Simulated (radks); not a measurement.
Values are calculated unless marked as measured or tabulated.
Valence configurations of the terbium ion Tb+ (all share [Xe]). Level of theory: scalar-relativistic Kohn-Sham, PBEsol, spin-polarised, spherical densities, point nucleus; open shells are filled with parallel spins first (spin-orbit coupling, left out, can overturn this in heavy ions) (a radial shooting solver on a logarithmic mesh with Libxc functionals). Energies are relative to 4f9 6s1; eigenvalues in eV for spin up.

valence          E (eV)  moment (Bohr magnetons)    e(4f)   e(5d)   e(6p)    e(6s)
4f9 6s1           0.000                        6  -10.776       -       -   -9.170
4f9 5d0.5 6s0.5   0.912                        6   -9.875  -6.799       -   -8.675
4f9.5 6s0.5       1.499                        5   -7.319       -       -   -8.193
4f8.5 6s1 6p0.5   1.549                        7  -15.487       -  -6.647  -10.436
4f8 6s2           1.770                        6  -19.491       -       -  -10.470
4f9 5d1           1.873                        6   -9.029  -6.222       -        -
4f9 6p1           3.439                        6  -12.079       -  -6.402        -
4f10              3.786                        4   -4.999       -       -        -
4f8 6s1 6p1       4.836                        8  -20.616       -  -7.498  -11.617
4f7.5 6s1.5 6p1   8.676                        8  -25.599       -  -7.901  -12.275

NIST lists [Xe] 4f9 6s1 as the ground configuration; this level of theory agrees among the configurations tried. The energies are those of spherical high-spin densities, not of single terms.
